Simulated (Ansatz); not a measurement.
Ansatz (an electronic-structure program) input (CCSD(T)/STO-3G):

Ansatz 0.2 input:
```yaml
crystal:
  periodic: [false, false, false]
  atoms:
    - {symbol: C, position_ang: [-3.02543732, 0.13852574, -0.44903228]}
    - {symbol: C, position_ang: [-2.09613240, -0.71189960, 0.42364255]}
    - {symbol: C, position_ang: [-0.90916242, -1.22446596, -0.31076959]}
    - {symbol: C, position_ang: [0.46988148, -1.21173654, 0.24273270]}
    - {symbol: C, position_ang: [1.37591072, -0.10739456, -0.31689051]}
    - {symbol: C, position_ang: [2.79633424, -0.17636429, 0.20604354]}
    - {symbol: Cl, position_ang: [0.66780579, 1.52838265, 0.08775792]}
    - {symbol: H, position_ang: [-3.37868525, -0.43060502, -1.31189364]}
    - {symbol: H, position_ang: [-2.50116083, 1.02061872, -0.81872861]}
    - {symbol: H, position_ang: [-3.89999553, 0.46862303, 0.11482368]}
    - {symbol: H, position_ang: [-2.67866635, -1.55235513, 0.83394355]}
    - {symbol: H, position_ang: [-1.76580061, -0.12869708, 1.28710946]}
    - {symbol: H, position_ang: [-1.04947676, -1.58866001, -1.32361772]}
    - {symbol: H, position_ang: [0.98099617, -2.15674698, 0.01568233]}
    - {symbol: H, position_ang: [0.44884826, -1.11443126, 1.33188570]}
    - {symbol: H, position_ang: [1.36179987, -0.13581692, -1.40526535]}
    - {symbol: H, position_ang: [3.40511302, 0.62898736, -0.20258222]}
    - {symbol: H, position_ang: [2.81103771, -0.10284738, 1.29420954]}
    - {symbol: H, position_ang: [3.24492617, -1.13056296, -0.08180994]}
basis:
  gaussian:
    orbitals: STO-3G
magnetization: {spin_polarized: true, initial_magnetization: 1}
correlation: {method: ccsd_t, electrons: outside_noble_gas}
```

Output:

```
Functional definition: HF
integrals: 0.03 GiB planned
693 factors; integrals over basis functions are off by at most 4.8e-5 eV
0.18 GiB of device memory are held for the factors and their scratch space
mean field: 0.24 GiB planned
mean field evaluation 1: about -18663.4117 eV, gradient 1.8e1 eV
mean field evaluation 2: about -18663.8454 eV, gradient 1.7e1 eV
mean field evaluation 4: about -18666.6353 eV, gradient 1.8e0 eV
mean field evaluation 8: about -18666.6778 eV, gradient 1.1e-3 eV
mean field -18666.67784869 eV, -685.9877582108 hartree, gradient 2.4e-6 eV, S^2 0.766362; 0 other end points of the search recorded, 0 dependent functions left out
11 core orbitals not correlated
reference -18666.67784869 eV, -685.9877582108 hartree; 22, 21 occupied and 18, 19 virtual orbitals, 693 factors
second order -8.14999712 eV of doubles, -0.00000000 eV of singles
coupled cluster: 0.27 GiB planned
cycle   1  -9.93496310 eV  change    -1.8e0 eV  update   9.5e-2
cycle   2  -10.77976809 eV  change   -8.4e-1 eV  update   3.7e-2
cycle   3  -10.84948575 eV  change   -7.0e-2 eV  update   8.7e-3
cycle   4  -10.85510108 eV  change   -5.6e-3 eV  update   3.2e-3
cycle   5  -10.85662511 eV  change   -1.5e-3 eV  update   1.3e-3
cycle   6  -10.85667941 eV  change   -5.4e-5 eV  update   4.3e-4
cycle   7  -10.85666182 eV  change    1.8e-5 eV  update   1.5e-4
cycle   8  -10.85670717 eV  change   -4.5e-5 eV  update   5.5e-5
cycle   9  -10.85670045 eV  change    6.7e-6 eV  update   2.5e-5
perturbative correction -0.08084184 eV, -0.0029708828 hartree
Total energy: -18677.61539099 eV, -686.3897054764 hartree
```

It need not be the lowest isomer of its formula.
